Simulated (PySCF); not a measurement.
Electron correlation in Os⁺ (osmium, charge +1)

[Xe] 4f14 5d6 6s1, high-spin 6D determinant. Computed with PySCF 2.14 in aug-cc-pVDZ-PP with ECP60MDF, with a scalar-relativistic core potential. Frozen: 5s2 5p6; 7 electrons correlated.

MP2 pair energies summed by pair of shells (mhartree):

```tsv
pair	energy	share (%)
5d-5d	-76.23	73.7
5d-6s	-27.27	26.3
```

Total MP2 correlation energy: -103.49 mhartree.

Same-spin part -62.17 and opposite-spin part -41.33 mhartree; SCS-MP2 scales them by 1/3 and 6/5 to -70.31 mhartree.
